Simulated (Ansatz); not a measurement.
`C#[C][Al]([CH3])[F]` + H₂ → `C#[C][AlH][CH3]` + H–F  (hydrogenolysis of the Al–F bond)

Isolated molecules relaxed with PBE0-D4/def2-TZVP in Ansatz; ΔE leaves out vibrations. CCSD(T)/CBS is the MP2 limit (def2-TZVPP, def2-QZVPP) plus CCSD(T) − MP2 in def2-TZVPP, frozen cores. This one scheme is used for every species. Functionals use def2-TZVPP.

| level | ΔE (kJ/mol) |
| --- | --- |
| r2SCANh-D4 | 178.8 |
| r2SCAN | 180.8 |

Q: What does CCSD(T)/CBS give? (An estimate is asked.)

A: The calculation gave: +173.5 kJ/mol. The listed levels differ from it by 5.3, 7.3 kJ/mol.

Largest T1 diagnostic among the species: 0.013.

From r2SCAN to r2SCAN0 (25 % exact exchange), in def2-TZVPP and without D4, ΔE moves by −5.4 kJ/mol. In def2-TZVPP, CCSD(T) changes the Hartree–Fock value by +5.1 kJ/mol (the triples alone add +1.7 kJ/mol) and MP2 by +10.9 kJ/mol.
